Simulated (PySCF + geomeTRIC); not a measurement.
All values below come from PBE0-D4/def2-TZVP in PySCF + geomeTRIC. fastk is a local helper that only speeds up exchange builds. No frequencies were computed at this level.

```python
import json, numpy as np
from pyscf import gto, dft
from fastk import lowrank_exchange
atoms = """
C     -2.261359     0.099368    -0.295767
Si    -0.616167    -0.705753     0.189615
N      0.633613     0.447604    -0.140660
Si     2.334559     0.298438     0.139910
H     -2.303396     0.320249    -1.358695
H     -2.426366     1.028525     0.241838
H     -3.090126    -0.562745    -0.067813
H     -0.411897    -1.940500    -0.583264
H     -0.575453    -1.013433     1.622645
H      0.363390     1.217066    -0.731235
H      2.889192     1.637277    -0.066123
H      2.951813    -0.655135    -0.789666
H      2.512198    -0.170962     1.511980
"""
def scf(charge, spin, dm0=None):
    mol = gto.M(atom=atoms, basis='def2-tzvp', ecp={}, charge=charge, spin=spin, verbose=3, max_memory=3780)
    mf = dft.KS(mol, xc='pbe0').density_fit(auxbasis="def2-universal-jkfit")
    mf.disp = 'd4'
    mf.grids.level = 3
    mf.conv_tol = 1e-8
    mf.max_cycle = 60
    mf.kernel(dm0)
    if not mf.converged:
        mf = mf.newton().run(mf.mo_coeff, mf.mo_occ).undo_soscf()
    return mf
mf = scf(0, 0)
from pyscf.geomopt.geometric_solver import kernel as optimize
path = []
done, mol = optimize(mf, maxsteps=80, assert_convergence=False, callback=lambda env: path.append((env["energy"], bool(env["g_scanner"].converged))))
res = dict(converged=bool(done and path[-1][1]), energy=path[-1][0], path=[e for e, c in path], xyz=mol.atom_coords(unit="Angstrom").tolist(), nao=mol.nao)
json.dump(res, open("result.json", "w"))
```

Output:

```
converged SCF energy = -677.005130098227
Geometry optimization cycle 1
converged SCF energy = -677.005130097942
cycle 1: E = -677.005130098  dE = -677.005  norm(grad) = 0.03825
Geometry optimization cycle 2
converged SCF energy = -677.007293671894
cycle 2: E = -677.007293672  dE = -0.00216357  norm(grad) = 0.00646925
Geometry optimization cycle 3
converged SCF energy = -677.00739347244
cycle 3: E = -677.007393472  dE = -9.98005e-05  norm(grad) = 0.00159138
Geometry optimization cycle 4
converged SCF energy = -677.007435432847
cycle 4: E = -677.007435433  dE = -4.19604e-05  norm(grad) = 0.00186217
Geometry optimization cycle 5
converged SCF energy = -677.007487648294
cycle 5: E = -677.007487648  dE = -5.22154e-05  norm(grad) = 0.00314062
Geometry optimization cycle 6
converged SCF energy = -677.00764227994
cycle 6: E = -677.00764228  dE = -0.000154632  norm(grad) = 0.00546576
Geometry optimization cycle 7
converged SCF energy = -677.00784419077
cycle 7: E = -677.007844191  dE = -0.000201911  norm(grad) = 0.00682844
Geometry optimization cycle 8
converged SCF energy = -677.008053733629
cycle 8: E = -677.008053734  dE = -0.000209543  norm(grad) = 0.00543863
Geometry optimization cycle 9
converged SCF energy = -677.008335582233
cycle 9: E = -677.008335582  dE = -0.000281849  norm(grad) = 0.0025371
Geometry optimization cycle 10
converged SCF energy = -677.008394576832
cycle 10: E = -677.008394577  dE = -5.89946e-05  norm(grad) = 0.00210431
Geometry optimization cycle 11
converged SCF energy = -677.008427914462
cycle 11: E = -677.008427914  dE = -3.33376e-05  norm(grad) = 0.00120898
Geometry optimization cycle 12
converged SCF energy = -677.008448504071
cycle 12: E = -677.008448504  dE = -2.05896e-05  norm(grad) = 0.000796223
Geometry optimization cycle 13
converged SCF energy = -677.00846124442
cycle 13: E = -677.008461244  dE = -1.27403e-05  norm(grad) = 0.000824025
Geometry optimization cycle 14
converged SCF energy = -677.008470981103
cycle 14: E = -677.008470981  dE = -9.73668e-06  norm(grad) = 0.000670867
Geometry optimization cycle 15
converged SCF energy = -677.008480277701
cycle 15: E = -677.008480278  dE = -9.2966e-06  norm(grad) = 0.000546636
Geometry optimization cycle 16
converged SCF energy = -677.008489981122
cycle 16: E = -677.008489981  dE = -9.70342e-06  norm(grad) = 0.000731665
Geometry optimization cycle 17
converged SCF energy = -677.008499588907
cycle 17: E = -677.008499589  dE = -9.60779e-06  norm(grad) = 0.000931206
Geometry optimization cycle 18
converged SCF energy = -677.008510181643
cycle 18: E = -677.008510182  dE = -1.05927e-05  norm(grad) = 0.00100832
Geometry optimization cycle 19
converged SCF energy = -677.008520878166
cycle 19: E = -677.008520878  dE = -1.06965e-05  norm(grad) = 0.000901999
Geometry optimization cycle 20
converged SCF energy = -677.008530776524
cycle 20: E = -677.008530777  dE = -9.89836e-06  norm(grad) = 0.000744721
Geometry optimization cycle 21
converged SCF energy = -677.008540800737
cycle 21: E = -677.008540801  dE = -1.00242e-05  norm(grad) = 0.000778165
Geometry optimization cycle 22
converged SCF energy = -677.008550075648
cycle 22: E = -677.008550076  dE = -9.27491e-06  norm(grad) = 0.00137687
Geometry optimization cycle 23
converged SCF energy = -677.008557296626
cycle 23: E = -677.008557297  dE = -7.22098e-06  norm(grad) = 0.000996301
Geometry optimization cycle 24
converged SCF energy = -677.008564175611
cycle 24: E = -677.008564176  dE = -6.87899e-06  norm(grad) = 0.000764222
Geometry optimization cycle 25
converged SCF energy = -677.008566569967
cycle 25: E = -677.00856657  dE = -2.39436e-06  norm(grad) = 0.000376206
Geometry optimization cycle 26
converged SCF energy = -677.008568662765
cycle 26: E = -677.008568663  dE = -2.0928e-06  norm(grad) = 0.000302364
Geometry optimization cycle 27
converged SCF energy = -677.008570384347
cycle 27: E = -677.008570384  dE = -1.72158e-06  norm(grad) = 0.000302352
Geometry optimization cycle 28
converged SCF energy = -677.008576209401
cycle 28: E = -677.008576209  dE = -5.82505e-06  norm(grad) = 0.000523387
Geometry optimization cycle 29
converged SCF energy = -677.008583135988
cycle 29: E = -677.008583136  dE = -6.92659e-06  norm(grad) = 0.00071974
Geometry optimization cycle 30
converged SCF energy = -677.008589012513
cycle 30: E = -677.008589013  dE = -5.87653e-06  norm(grad) = 0.000605402
Geometry optimization cycle 31
converged SCF energy = -677.008591634169
cycle 31: E = -677.008591634  dE = -2.62166e-06  norm(grad) = 0.000264617
Geometry optimization cycle 32
converged SCF energy = -677.008591924556
cycle 32: E = -677.008591925  dE = -2.90387e-07  norm(grad) = 8.77958e-05
Geometry optimization cycle 33
converged SCF energy = -677.008592024776
cycle 33: E = -677.008592025  dE = -1.0022e-07  norm(grad) = 6.62464e-05
Geometry optimization cycle 34
converged SCF energy = -677.008592052835
cycle 34: E = -677.008592053  dE = -2.80594e-08  norm(grad) = 9.96925e-05
Geometry optimization cycle 35
converged SCF energy = -677.008592103766
cycle 35: E = -677.008592104  dE = -5.0931e-08  norm(grad) = 0.000157965
Geometry optimization cycle 36
converged SCF energy = -677.008592144982
cycle 36: E = -677.008592145  dE = -4.12153e-08  norm(grad) = 8.54382e-05
Geometry optimization cycle 37
converged SCF energy = -677.008592169049
cycle 37: E = -677.008592169  dE = -2.40669e-08  norm(grad) = 3.34284e-05
<class 'geometric.internal.Distance'> : 12
<class 'geometric.internal.Angle'> : 20
<class 'geometric.internal.OutOfPlane'> : 1
<class 'geometric.internal.Dihedral'> : 21
<class 'geometric.internal.TranslationX'> : 1
<class 'geometric.internal.TranslationY'> : 1
<class 'geometric.internal.TranslationZ'> : 1
<class 'geometric.internal.RotationA'> : 1
<class 'geometric.internal.RotationB'> : 1
<class 'geometric.internal.RotationC'> : 1
Step    0 : Gradient = 1.061e-02/2.292e-02 (rms/max) Energy = -677.0051300979
Step    1 : Displace = 3.082e-02/5.641e-02 (rms/max) Trust = 1.000e-01 (=) Grad = 1.794e-03/4.096e-03 (rms/max) E (change) = -677.0072936719 (-2.164e-03) Quality = 1.051
Step    2 : Displace = 1.243e-02/1.978e-02 (rms/max) Trust = 1.414e-01 (+) Grad = 4.414e-04/7.364e-04 (rms/max) E (change) = -677.0073934724 (-9.980e-05) Quality = 1.307
Step    3 : Displace = 1.185e-02/2.316e-02 (rms/max) Trust = 2.000e-01 (+) Grad = 5.165e-04/1.188e-03 (rms/max) E (change) = -677.0074354328 (-4.196e-05) Quality = 1.408
Step    4 : Displace = 2.137e-02/4.307e-02 (rms/max) Trust = 2.828e-01 (+) Grad = 8.711e-04/1.922e-03 (rms/max) E (change) = -677.0074876483 (-5.222e-05) Quality = 1.664
Step    5 : Displace = 7.601e-02/1.565e-01 (rms/max) Trust = 3.000e-01 (+) Grad = 1.516e-03/2.851e-03 (rms/max) E (change) = -677.0076422799 (-1.546e-04) Quality = 1.548
Step    6 : Displace = 1.287e-01/2.689e-01 (rms/max) Trust = 3.000e-01 (=) Grad = 1.894e-03/3.688e-03 (rms/max) E (change) = -677.0078441908 (-2.019e-04) Quality = 1.370
Step    7 : Displace = 9.525e-02/2.027e-01 (rms/max) Trust = 3.000e-01 (=) Grad = 1.508e-03/3.018e-03 (rms/max) E (change) = -677.0080537336 (-2.095e-04) Quality = 1.521
Step    8 : Displace = 1.075e-01/2.320e-01 (rms/max) Trust = 3.000e-01 (=) Grad = 7.037e-04/1.450e-03 (rms/max) E (change) = -677.0083355822 (-2.818e-04) Quality = 1.184
Step    9 : Displace = 4.057e-02/8.988e-02 (rms/max) Trust = 3.000e-01 (=) Grad = 5.836e-04/1.106e-03 (rms/max) E (change) = -677.0083945768 (-5.899e-05) Quality = 1.342
Step   10 : Displace = 4.345e-02/9.637e-02 (rms/max) Trust = 3.000e-01 (=) Grad = 3.353e-04/6.544e-04 (rms/max) E (change) = -677.0084279145 (-3.334e-05) Quality = 1.351
Step   11 : Displace = 3.535e-02/7.848e-02 (rms/max) Trust = 3.000e-01 (=) Grad = 2.208e-04/4.039e-04 (rms/max) E (change) = -677.0084485041 (-2.059e-05) Quality = 1.476
Step   12 : Displace = 2.422e-02/5.275e-02 (rms/max) Trust = 3.000e-01 (=) Grad = 2.285e-04/4.988e-04 (rms/max) E (change) = -677.0084612444 (-1.274e-05) Quality = 1.634
Step   13 : Displace = 2.171e-02/4.493e-02 (rms/max) Trust = 3.000e-01 (=) Grad = 1.861e-04/3.172e-04 (rms/max) E (change) = -677.0084709811 (-9.737e-06) Quality = 1.858
Step   14 : Displace = 2.171e-02/4.086e-02 (rms/max) Trust = 3.000e-01 (=) Grad = 1.516e-04/2.643e-04 (rms/max) E (change) = -677.0084802777 (-9.297e-06) Quality = 1.930
Step   15 : Displace = 2.595e-02/4.395e-02 (rms/max) Trust = 3.000e-01 (=) Grad = 2.029e-04/4.243e-04 (rms/max) E (change) = -677.0084899811 (-9.703e-06) Quality = 1.947
Step   16 : Displace = 2.875e-02/4.451e-02 (rms/max) Trust = 3.000e-01 (=) Grad = 2.583e-04/5.484e-04 (rms/max) E (change) = -677.0084995889 (-9.608e-06) Quality = 1.870
Step   17 : Displace = 3.872e-02/6.025e-02 (rms/max) Trust = 3.000e-01 (=) Grad = 2.797e-04/5.961e-04 (rms/max) E (change) = -677.0085101816 (-1.059e-05) Quality = 1.695
Step   18 : Displace = 4.868e-02/7.660e-02 (rms/max) Trust = 3.000e-01 (=) Grad = 2.502e-04/4.935e-04 (rms/max) E (change) = -677.0085208782 (-1.070e-05) Quality = 1.400
Step   19 : Displace = 4.731e-02/7.171e-02 (rms/max) Trust = 3.000e-01 (=) Grad = 2.065e-04/3.619e-04 (rms/max) E (change) = -677.0085307765 (-9.898e-06) Quality = 1.282
Step   20 : Displace = 5.014e-02/6.878e-02 (rms/max) Trust = 3.000e-01 (=) Grad = 2.158e-04/3.905e-04 (rms/max) E (change) = -677.0085408007 (-1.002e-05) Quality = 1.264
Step   21 : Displace = 9.236e-02/1.444e-01 (rms/max) Trust = 3.000e-01 (=) Grad = 3.819e-04/8.638e-04 (rms/max) E (change) = -677.0085500756 (-9.275e-06) Quality = 0.945
Step   22 : Displace = 2.481e-02/4.278e-02 (rms/max) Trust = 3.000e-01 (=) Grad = 2.763e-04/6.238e-04 (rms/max) E (change) = -677.0085572966 (-7.221e-06) Quality = 0.822
Step   23 : Displace = 2.935e-02/5.891e-02 (rms/max) Trust = 3.000e-01 (=) Grad = 2.120e-04/4.328e-04 (rms/max) E (change) = -677.0085641756 (-6.879e-06) Quality = 1.243
Step   24 : Displace = 3.117e-02/3.948e-02 (rms/max) Trust = 3.000e-01 (=) Grad = 1.043e-04/2.578e-04 (rms/max) E (change) = -677.0085665700 (-2.394e-06) Quality = 0.580
Step   25 : Displace = 2.578e-02/3.904e-02 (rms/max) Trust = 3.000e-01 (=) Grad = 8.386e-05/1.978e-04 (rms/max) E (change) = -677.0085686628 (-2.093e-06) Quality = 1.161
Step   26 : Displace = 1.479e-02/2.415e-02 (rms/max) Trust = 3.000e-01 (=) Grad = 8.386e-05/2.410e-04 (rms/max) E (change) = -677.0085703843 (-1.722e-06) Quality = 1.784
Step   27 : Displace = 4.276e-02/7.948e-02 (rms/max) Trust = 3.000e-01 (=) Grad = 1.452e-04/3.643e-04 (rms/max) E (change) = -677.0085762094 (-5.825e-06) Quality = 1.676
Step   28 : Displace = 4.549e-02/9.173e-02 (rms/max) Trust = 3.000e-01 (=) Grad = 1.996e-04/4.362e-04 (rms/max) E (change) = -677.0085831360 (-6.927e-06) Quality = 1.569
Step   29 : Displace = 2.581e-02/5.270e-02 (rms/max) Trust = 3.000e-01 (=) Grad = 1.679e-04/3.989e-04 (rms/max) E (change) = -677.0085890125 (-5.877e-06) Quality = 1.457
Step   30 : Displace = 1.254e-02/2.497e-02 (rms/max) Trust = 3.000e-01 (=) Grad = 7.339e-05/1.756e-04 (rms/max) E (change) = -677.0085916342 (-2.622e-06) Quality = 1.207
Step   31 : Displace = 2.467e-03/4.729e-03 (rms/max) Trust = 3.000e-01 (=) Grad = 2.435e-05/6.673e-05 (rms/max) E (change) = -677.0085919246 (-2.904e-07) Quality = 1.338
Step   32 : Displace = 2.566e-03/3.849e-03 (rms/max) Trust = 3.000e-01 (=) Grad = 1.837e-05/4.244e-05 (rms/max) E (change) = -677.0085920248 (-1.002e-07) Quality = 1.512
Step   33 : Displace = 1.265e-03/2.392e-03 (rms/max) Trust = 3.000e-01 (=) Grad = 2.765e-05/6.944e-05 (rms/max) E (change) = -677.0085920528 (-2.806e-08) Quality = 0.531
Step   34 : Displace = 7.105e-03/1.068e-02 (rms/max) Trust = 3.000e-01 (=) Grad = 4.381e-05/1.133e-04 (rms/max) E (change) = -677.0085921038 (-5.093e-08) Quality = 0.591
Step   35 : Displace = 1.046e-03/2.010e-03 (rms/max) Trust = 3.000e-01 (=) Grad = 2.370e-05/6.620e-05 (rms/max) E (change) = -677.0085921450 (-4.122e-08) Quality = 1.140
Step   36 : Displace = 5.986e-04/1.417e-03 (rms/max) Trust = 3.000e-01 (=) Grad = 9.271e-06/2.420e-05 (rms/max) E (change) = -677.0085921690 (-2.407e-08) Quality = 0.593
Converged! =D
```

Cost: around 21 core-minutes (rough).
